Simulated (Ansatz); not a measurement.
Input file for C2H7AlBFO:

```yaml
crystal:
  periodic: [false, false, false]
  atoms:
    - {symbol: B, position_ang: [-0.883953, -0.688205, 1.311676]}
    - {symbol: C, position_ang: [0.366122, -1.521169, 0.991124]}
    - {symbol: F, position_ang: [0.703175, -1.898835, -0.266725]}
    - {symbol: O, position_ang: [0.627837, -0.128868, 1.236416]}
    - {symbol: Al, position_ang: [-0.040505, 1.083226, 0.050035]}
    - {symbol: C, position_ang: [0.358507, 0.937827, -1.839249]}
    - {symbol: H, position_ang: [-1.456743, -0.227900, 0.302176]}
    - {symbol: H, position_ang: [-1.462264, -0.610979, 2.346802]}
    - {symbol: H, position_ang: [0.900748, -2.133658, 1.711992]}
    - {symbol: H, position_ang: [-0.437184, 2.388679, 0.840054]}
    - {symbol: H, position_ang: [1.360288, 1.329536, -2.045414]}
    - {symbol: H, position_ang: [-0.343479, 1.530153, -2.433351]}
    - {symbol: H, position_ang: [0.327750, -0.094608, -2.190836]}
basis:
  gaussian: {orbitals: def2-TZVPP}
correlation: {method: ccsd_t}
```

```sh
$ ansatz run in.yaml --threads 4 --pin off --events-out ev --progress --plain --max-ram 10444MiB
```

Output of Ansatz, abridged:

```
Functional definition: HF
1764 factors; integrals over basis functions are off by at most 1.2e-3 eV
mean field evaluation 1: about -14168.5016 eV, gradient 4.3e1 eV
mean field evaluation 2: about -14168.7934 eV, gradient 4.3e1 eV
mean field evaluation 4: about -14173.1224 eV, gradient 5.4e0 eV
mean field evaluation 8: about -14173.2108 eV, gradient 3.4e-1 eV
mean field evaluation 16: about -14173.2112 eV, gradient 9.9e-7 eV
mean field -14173.21121438 eV, -520.8559051810 hartree, gradient 9.9e-7 eV, S^2 0.000000; 0 other end points of the search recorded, 0 dependent functions left out
10 core orbitals not correlated: weight in the atoms' cores, before any rotation towards them, 1.000 or more for the frozen orbitals, at most 0.000 for the correlated occupied ones
reference -14173.21121438 eV, -520.8559051810 hartree; 17, 17 occupied and 268, 268 virtual orbitals, 1764 factors
second order -27.91364583 eV of doubles, -0.00000000 eV of singles
cycle   1  -28.21474564 eV  change   -3.0e-1 eV  update   1.2e-1
cycle   2  -28.90319960 eV  change   -6.9e-1 eV  update   3.5e-2
cycle   3  -29.06236254 eV  change   -1.6e-1 eV  update   1.7e-2
cycle   4  -29.04589228 eV  change    1.6e-2 eV  update   3.7e-3
cycle   5  -29.04517235 eV  change    7.2e-4 eV  update   1.8e-3
cycle   6  -29.04602264 eV  change   -8.5e-4 eV  update   5.1e-4
cycle   7  -29.04571017 eV  change    3.1e-4 eV  update   2.2e-4
cycle   8  -29.04562304 eV  change    8.7e-5 eV  update   6.7e-5
cycle   9  -29.04565322 eV  change   -3.0e-5 eV  update   2.7e-5
perturbative correction -1.09029413 eV, -0.0400675703 hartree
Total energy: -14203.34716174 eV, -521.9633808194 hartree
```

Hardware: 4 threads of an Arm Neoverse V1 on a shared host. Wall time 17 min, peak host memory 3.9 GiB.

Correlation energy per correlated electron: -0.886 eV. T1 diagnostic: 0.0123.
